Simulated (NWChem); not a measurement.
Species: AlNH$_{4}$; SMILES [NH2][AlH2]

```xyz
6

Al     0.0000     0.0000     0.6739
H     -0.5771    -1.2809     1.4109
H      0.5771     1.2809     1.4109
N      0.0000     0.0000    -1.1071
H      0.3416     0.7581    -1.6855
H     -0.3416    -0.7581    -1.6855
```
Atoms are numbered in this order, from 1.

All runs: NWChem. Pople sets run with spherical d functions. All runs use the structure optimised with B3LYP/6-31G* (spherical d). GIAO values for the isolated, static molecule; σ is the absolute isotropic shielding, δ = σ(reference) − σ with the isolated reference molecule computed at the same levels (1H: tetramethylsilane, 15N: ammonia).

For level KT2/pcSseg-1:

| Quantity | Result |
|---|---|
| σ Al1 (ppm) | 364.1 |
| δ H2 (ppm) | 4.64 |
| δ N4 (ppm) | 68.4 |
| δ H5 (ppm) | 2.37 |

### Question
Estimate the same quantities for level B3LYP/6-31G*.

### Answer
The σ Al1 (ppm) is 417.1. The δ H2 (ppm) is 5.03 and the δ N4 (ppm) is 57.2. The δ H5 (ppm) comes out as 1.53.
